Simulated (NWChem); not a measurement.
# Basis-set convergence for H$_{4}$AlP

```xyz
6

Al     0.2281     1.1809     0.0000
H      0.4199     1.9446    -1.3944
H      0.4199     1.9446     1.3944
P     -0.1094    -1.1352     0.0000
H     -1.0821    -1.1060    -1.0617
H     -1.0821    -1.1060     1.0617
```
Charge 0, spin multiplicity 1.

The numbers come from NWChem runs, not from measurements. All single points use one geometry, from PBE/def2-SVP, a minimum by its harmonic frequencies. It is one conformer; others weren't searched.

Quantity: vertical ionisation energy at the level ΔB3LYP (Δ: difference of total energies, the cation a doublet at the parent's geometry with its hole in an orbital of symmetry a' (Cs labels); it is the state that the SCF runs reached, from PBE0 orbitals for Hartree-Fock references, and need not be the lowest).

B3LYP has NWChem's definition, with VWN1-RPA local correlation. The structure started from a generated list of species. The stability of the SCF solutions was not checked.

| basis | functions | vertical ionisation energy (eV) |
|---|---|---|
| STO-3G | 22 | 6.52 |
| 3-21G | 34 | 9.45 |
| def2-SVP | 56 | 9.41 |
| def2-SVPD | 80 | 9.43 |
| def2-TZVPD | 122 | 9.40 |
| cc-pVTZ | 124 | 9.41 |
| aug-cc-pVTZ | 192 | 9.41 |
| cc-pVQZ | 238 | 9.40 |
| def2-QZVP | 260 | 9.40 |

Smallest basis within 0.2 eV of def2-QZVP, the largest set run: 3-21G, with 34 functions against 260 and about 1 % of the time (also within reach: def2-SVP, def2-SVPD, def2-TZVPD, cc-pVTZ, aug-cc-pVTZ, cc-pVQZ). def2-QZVP isn't the basis-set limit itself, and a small set can land close by cancellation.
